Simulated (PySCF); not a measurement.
The same groups moved round the core (trisilane hydroxy+amino). Isolated molecules, 0 K electronic values unless said otherwise. One relaxed conformer stands for each flexible species; it need not be the lowest. Strings in code marks are SMILES.

The vertical ionisation energy (Delta-SCF) from two functionals at the same geometries (r2SCAN-D4/def2-TZVP), both in PySCF: PBE-D3(BJ)/def2-TZVP and r2SCAN-D4/def2-TZVP. Delta-SCF ions had no search for a lower state. 

```
species                    PBE-D3(BJ)/def2-TZVP (eV)
-------------------------  -------------------------
`N[SiH2][SiH2][SiH2]O`                          8.57
`[SiH3][SiH2][Si@H](O)N`                        8.58
`N[Si@@H]([SiH3])[SiH2]O`                       8.87
`N[Si](O)([SiH3])[SiH3]`                        8.79
```

What does r2SCAN-D4/def2-TZVP give for each?


- `N[SiH2][SiH2][SiH2]O`: 8.74
- `[SiH3][SiH2][Si@H](O)N`: 8.73
- `N[Si@@H]([SiH3])[SiH2]O`: 9.06
- `N[Si](O)([SiH3])[SiH3]`: 8.96
Over these rows, drawn at random from the members with no instability flagged (it was tested for open shells, ions and some series alone), PBE minus r2SCAN-D4: mean -0.17 eV, from -0.19 eV to -0.16 eV.
